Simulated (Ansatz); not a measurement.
Ansatz (a quantum-chemistry and plane-wave program) input for GeH5Si, SMILES [SiH3][GeH2], multiplicity 2, PBE0/def2-TZVPD. The structure is a stationary point at PBE-D3(BJ)/def2-TZVP. The isomer is the one that the SMILES or the coordinates give; other isomers of the formula were not compared.

Ansatz 0.2 input:
```yaml
crystal:
  periodic: [false, false, false]
  atoms:
    - {symbol: Si, position_ang: [-1.58219730, -0.01768013, 0.00000000]}
    - {symbol: Ge, position_ang: [0.79785476, 0.04490464, 0.00000000]}
    - {symbol: H, position_ang: [-2.08301875, 0.68894460, 1.21834906]}
    - {symbol: H, position_ang: [-2.08301874, 0.68894459, -1.21834908]}
    - {symbol: H, position_ang: [-2.12401988, -1.41580723, 0.00000001]}
    - {symbol: H, position_ang: [1.45473366, -0.57575432, 1.26458307]}
    - {symbol: H, position_ang: [1.45473366, -0.57575432, -1.26458306]}
basis:
  gaussian:
    orbitals: def2-TZVPD
hamiltonian:
  xc: {name: PBE0}
magnetization: {spin_polarized: true, initial_magnetization: 1}
```

Program output:

```
WARN ansatz: RAYON_NUM_THREADS=1 ignored (pool sized by the plan → 1); use --threads N
Functional definition: PBE0
integrals: 0.06 GiB planned
977 factors; their error is unknown
mean field: 0.78 GiB planned
mean field evaluation 1: about -64464.9273 eV, gradient 1.2e1 eV
mean field evaluation 2: about -64465.2171 eV, gradient 1.2e1 eV
mean field evaluation 4: about -64465.4990 eV, gradient 3.9e-1 eV
mean field evaluation 8: about -64465.7330 eV, gradient 1.1e-1 eV
mean field evaluation 16: about -64465.7330 eV, gradient 4.5e-5 eV
mean field -64465.73300959 eV, -2369.0719916591 hartree, gradient 4.5e-5 eV, S^2 0.753437; 0 other end points of the search recorded, 0 dependent functions left out
reference -64465.73304201 eV, -2369.0719928507 hartree; 26, 25 occupied and 116, 117 virtual orbitals, 977 factors
Total energy: -64465.73304201 eV, -2369.0719928507 hartree
```

Self-consistency was reached.

Cost: around 4 core-seconds (rough).
